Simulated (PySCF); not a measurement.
Compound: C2H9OSi2 (doublet state).
Structure used (GFN2-xTB), in Å, numbered top down from 1:
```
atom  x, y, z in Å
C1    -2.248    0.756    0.030
O2    -1.337   -0.104   -0.481
C3    -0.837   -1.103    0.383
Si4    0.696   -0.367    1.287
Si5    2.100    0.508   -0.325
H6    -2.558    0.661    1.055
H7    -2.331    1.683   -0.501
H8    -0.565   -1.949   -0.250
H9    -1.614   -1.439    1.075
H10    0.136    0.636    2.207
H11    1.224   -1.436    2.146
H12    1.688    0.164   -1.688
H13    2.173    1.971   -0.250
H14    3.472    0.019   -0.151
```

The hyperfine couplings belong to this conformer and change with its torsions.

Identity: `[CH2]OC[SiH2][SiH3]` [radical].

Computed with UKS B3LYP, pcH-1 on C H O Si, non-relativistic, mean-field spin-orbit, GIAO in PySCF 2.14.0. One conformer (not necessarily the lowest) at the GFN2-xTB geometry, without solvent, vibrations or thermal averaging. Couplings are sensitive to structure, and on GFN2-xTB geometries they can be far from those on DFT ones. No stability test was run, so a lower SCF solution isn't excluded.

Principal values of hyperfine tensors in MHz (contact, dipolar and spin–orbit terms together), for some of the nuclei:

```csv
atom,isotope,A1,A2,A3
C1,13C,50.86,52.28,271.06
H6,1H,-85.87,-50.85,-15.34
H7,1H,-79.19,-45.19,-8.80
O2,17O,-109.81,1.87,4.80
H9,1H,3.14,3.54,14.93
C3,13C,-6.90,-5.24,-1.31
H10,1H,-1.03,-0.16,5.94
H11,1H,-2.44,-1.91,0.49
```

Question: Split each tensor into its isotropic and traceless parts, and turn a_iso into mT with g = 2.0035.

Answer: a_iso = (A1 + A2 + A3)/3, Ti = Ai − a_iso; 1 mT corresponds to 28.041 MHz. The tensors hold a spin–orbit part: the run splits a_iso into a_FC + a_SO, and T includes its anisotropic share.

| atom | a_iso (MHz) | a_FC | a_SO | a_iso (mT) | T1 | T2 | T3 |
| --- | --- | --- | --- | --- | --- | --- | --- |
| C1 | 124.74 | 124.75 | -0.02 | 4.448 | -73.88 | -72.45 | 146.33 |
| H6 | -50.69 | -50.72 | 0.03 | -1.808 | -35.19 | -0.17 | 35.35 |
| H7 | -44.39 | -44.43 | 0.03 | -1.583 | -34.79 | -0.80 | 35.59 |
| O2 | -34.38 | -34.44 | 0.06 | -1.226 | -75.43 | 36.25 | 39.18 |
| H9 | 7.20 | 7.20 | 0.01 | 0.257 | -4.06 | -3.67 | 7.73 |
| C3 | -4.49 | -4.49 | 0.01 | -0.160 | -2.42 | -0.76 | 3.17 |
| H10 | 1.58 | 1.58 | 0.00 | 0.056 | -2.61 | -1.75 | 4.36 |
| H11 | -1.29 | -1.29 | 0.00 | -0.046 | -1.15 | -0.62 | 1.77 |

Question: What spin density at the nucleus of H6 lies behind its contact coupling (g_N = 5.58569)?

Answer: a_FC = 800.24 MHz bohr³ × g_N × ρ(0)/(2S). With a_FC = -50.72 MHz and 2S = 1, ρ(0) = -0.01135 bohr⁻³. In magnitude that is 3.6 % of the 1/π = 0.318 of a free hydrogen atom.

Question: Si4 (29Si, g_N = -1.11058) isn't in the table. Its spin density at the nucleus is 0.008339 bohr⁻³. What is its contact coupling?

Answer: By the same relation, a_FC = -7.41 MHz. Its full tensor has the principal values -12.75, -5.13, -4.22 MHz.

Question: Name the largest traceless tensor T of the table and describe it.

Answer: C1: -73.9, -72.5, 146.3 MHz (the dipolar term alone has -73.7, -72.6, 146.3), axial, in the ratio −1:−1:+2, the form that spin in one p orbital centred on that nucleus gives.

Question: What first-order splitting does H7 cause when the field lies along A1, A2 or A3 of its tensor (g taken as isotropic, no quadrupole term)?

Answer: 2 lines (I = 1/2), spaced by |A_i|/(g × 13.996): 2.82, 1.61, 0.31 mT along the axes of A1, A2 and A3.

Time: 53 s wall (with the writing of density and orbital grids); peak memory 0.89 GiB. Hardware: an Arm Neoverse V2 with one thread, shared host with 96 logical CPUs at a one-minute load of 90.
